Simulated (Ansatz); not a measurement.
Interaction energy ladder

The pair of F⁻ (SMILES [F-], atom 1) and CH₄O (SMILES CO, atoms 2–7), both closed shells, in one local arrangement (a lower one may exist), relaxed at PBE0-D4/def2-TZVPD:

F1  (0.384, -0.611, -2.244)
C2  (-0.239, 0.186, 0.661)
O3  (0.943, -0.044, 0.000)
H4  (-0.048, 0.457, 1.715)
H5  (-0.913, -0.695, 0.679)
H6  (-0.835, 1.014, 0.226)
H7  (0.708, -0.307, -1.036)
(Å)

Ansatz 0.2.0; basis: def2-TZVPPD, with def2-QZVPPD for the basis limit; cores frozen in the correlated methods. B3LYP uses VWN-RPA correlation. Extrapolation: Hartree–Fock as exp(−7.88 √X), correlation as X^−2.97. Interaction energies count from these two fragments, frozen as in the pair, with the counterpoise correction; negative means bound.

Task: What is the interaction energy by CCSD(T) at an estimated basis limit (MP2 extrapolated from triple and quadruple zeta, plus CCSD(T) − MP2 in triple zeta)? (Judge from chemistry; the value comes from the calculation.)

Result: The calculation gives: -38.94 kcal/mol. Hartree–Fock alone gives -37.08 kcal/mol at the basis limit. It counts from the two fragments frozen as in the pair.

The same quantity by other methods in triple zeta, and each one's difference from that estimate:
```csv
method,E_int (kcal/mol),difference
PBE-D4,-39.57,-0.63
revPBE-D4,-38.08,0.86
BLYP-D4,-37.30,1.65
r2SCAN-D4,-41.51,-2.57
B97M-V,-38.86,0.08
PBE0-D4,-41.04,-2.10
B3LYP-D4,-39.19,-0.24
HSE06-D4,-41.08,-2.14
wB97X-V,-38.93,0.02
wB97M-V,-38.91,0.04
B2PLYP,-37.87,1.08
HF,-36.97,1.98
MP2,-37.57,1.37
CCSD,-37.30,1.64
CCSD(T),-37.57,1.38
```
Differences are method less estimate.

Task: Which atoms make the shortest contact between the fragments?

Result: F1 and H7, 1.29 Å apart.

Energy to bend the free fragments (PBE0-D4 minima) into their shapes in the pair, CCSD(T)/def2-TZVPPD: CH₄O 9.44 kcal/mol. This must be added to the interaction energy to get the binding energy from relaxed fragments.

Basis-set superposition shift (counterpoise-corrected less uncorrected): CCSD(T) 1.63; MP2 1.62; HF 0.07; PBE0-D4 0.09; wB97M-V 0.09 kcal/mol.

T1 diagnostic: at most 0.023.

For scale, one of the runs: CCSD(T)/def2-TZVPPD, 185 basis functions, launched by `ansatz run in.yaml --threads 2 --pin off --events-out ev --progress --plain --max-ram 5222MiB`. Time: 40 s of wall clock on 2 CPU threads of an Intel Xeon Platinum 8488C; the host was shared. Peak host memory: 2 GiB.
